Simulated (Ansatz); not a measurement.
Molecule: sum formula SiN2H6, net charge 0, singlet state. 
Coordinates optimised at B3LYP-D3(BJ)/def2-TZVP (Ansatz, a quantum-chemistry and plane-wave program):
SMILES: N[SiH2]N
```xyz
9

Si     0.0195    -0.4378    -0.1029
N      1.3660     0.5720    -0.4677
N     -1.3998     0.1869     0.6462
H      0.5367    -1.4591     0.8334
H     -0.4283    -0.9755    -1.4059
H      1.9937     0.8943     0.2518
H      1.3509     1.2078    -1.2495
H     -1.4228     0.4074     1.6293
H     -2.0665     0.7416     0.1328
```

Dipole moments at this geometry, in debye (magnitudes).

```tsv
level	program	dipole (D)
SVWN5/def2-TZVPD	Ansatz	2.05
PBE/def2-TZVPD	Ansatz	2.03
revPBE/def2-TZVPD	Ansatz	2.03
r2SCANh/def2-TZVPD	Ansatz	2.08
CCSD(T)/aug-cc-pV(D+d)Z	Ansatz	2.01
```
